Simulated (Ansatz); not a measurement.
Abridged output of a molecular run in Ansatz:

```
Functional definition: HF
1041 factors; integrals over basis functions are off by at most 1.2e-3 eV
mean field evaluation 1: about -25739.1345 eV, gradient 3.4e1 eV
mean field evaluation 2: about -25739.1358 eV, gradient 3.4e1 eV
mean field evaluation 4: about -25742.0911 eV, gradient 3.3e0 eV
mean field evaluation 8: about -25742.1447 eV, gradient 1.0e-1 eV
mean field evaluation 16: about -25742.1421 eV, gradient 4.2e-1 eV
mean field -25742.14478789 eV, -946.0063723024 hartree, gradient 8.5e-7 eV, S^2 0.000000; 0 other end points of the search recorded, 0 dependent functions left out
16 core orbitals not correlated: weight in the atoms' cores, before any rotation towards them, 1.000 or more for the frozen orbitals, at most 0.000 for the correlated occupied ones
reference -25742.14478789 eV, -946.0063723024 hartree; 13, 13 occupied and 79, 79 virtual orbitals, 1041 factors
second order -13.35233247 eV of doubles, -0.00000000 eV of singles
cycle   1  -14.59810892 eV  change    -1.2e0 eV  update   9.9e-2
cycle   2  -15.12010323 eV  change   -5.2e-1 eV  update   3.1e-2
cycle   3  -15.20457002 eV  change   -8.4e-2 eV  update   1.4e-2
cycle   4  -15.20015197 eV  change    4.4e-3 eV  update   3.6e-3
cycle   5  -15.19905129 eV  change    1.1e-3 eV  update   1.2e-3
cycle   6  -15.19884956 eV  change    2.0e-4 eV  update   3.6e-4
cycle   7  -15.19866089 eV  change    1.9e-4 eV  update   1.2e-4
cycle   8  -15.19864572 eV  change    1.5e-5 eV  update   4.4e-5
cycle   9  -15.19866576 eV  change   -2.0e-5 eV  update   1.7e-5
perturbative correction -0.36658063 eV, -0.0134715896 hartree
Total energy: -25757.71003427 eV, -946.5783845566 hartree
```

Its atoms:

Z-matrix (Å, degrees):
```
Si
Si 1 2.339
Si 1 2.349 2 110.8
O 1 1.660 2 106.9 3 122.6
H 1 1.496 2 109.0 3 -117.5
H 2 1.489 1 108.2 3 58.5
H 2 1.487 1 110.5 3 -60.3
H 2 1.487 1 111.5 3 178.2
H 3 1.491 1 110.7 2 175.3
H 3 1.489 1 109.6 2 -65.2
H 3 1.488 1 111.2 2 55.0
H 4 0.958 1 117.3 2 -179.7
```

(1) Which basis set was used?
A. def2-QZVPP
B. def2-SVPD
C. def2-SVP
D. def2-TZVPP

(2) Write the keys of the input that set method, charge and spin (a neutral closed shell needs none for the last two).

Results:

(1) C. It gives 108 functions.

(2) 
```yaml
correlation: {method: ccsd_t}
```
